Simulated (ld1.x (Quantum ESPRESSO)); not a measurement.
**Configuration tests for titanium (Ti) (TM)**

Ti (Z = 22), norm-conserving Troullier–Martins (Kleinman–Bylander form), made with ld1.x (Quantum ESPRESSO) 7.5 (PBE, non-relativistic). Core [Ar], reference 3d1 4s0 4p0 (charge +3). Waves: 4s (bound, empty): rc 2.60 bohr; 4p (bound, empty): rc 2.40 bohr; 3d (bound): rc 2.00 bohr. Local part: all-electron potential smoothed inside 1.50 bohr (lloc = -1). Core correction: Bessel-smoothed model core inside 1.40 bohr.

Energies are relative to the spin-unpolarised reference configuration 3d1 4s0 4p0; without spin polarisation the order of configurations can differ from experiment. Not all tests gave a result: 2 of 7 tests not solved or not reliable. Left out of the table: 3d2 4s0 4p2 (pseudo-atom not self-consistent, printed error +15.3 eV); 3d2 4s0 4p1 (solver errors, printed error -3.0 eV). The frozen-core shift is the all-electron ΔE with the core orbitals held at their reference shape minus the fully relaxed ΔE.

Give the all-electron excitation energy and the error of the potential for: 3d2 4s2 4p0; 3d2 4s1 4p0; 3d2 4s0 4p0; 3d2.5 4s1.5 4p0; 3d3 4s0 4p0.

| valence configuration | charge | ΔE all-electron (eV) | error AE − PS (meV) | frozen-core shift (meV) |
| --- | --- | --- | --- | --- |
| 3d2 4s2 4p0 | 0 | -47.866 | -288 | +596 |
| 3d2 4s1 4p0 | +1 | -40.580 | -355 | +605 |
| 3d2 4s0 4p0 | +2 | -27.106 | -404 | +535 |
| 3d2.5 4s1.5 4p0 | 0 | -47.602 | -556 | +876 |
| 3d3 4s0 4p0 | +1 | -40.716 | -1061 | +1282 |

Note: ghost states, extra bound levels that the all-electron valence spectrum of the same l lacks: s at -80.6 eV, p at -16.0 eV. A true bound ghost makes a file unfit for plane-wave use.
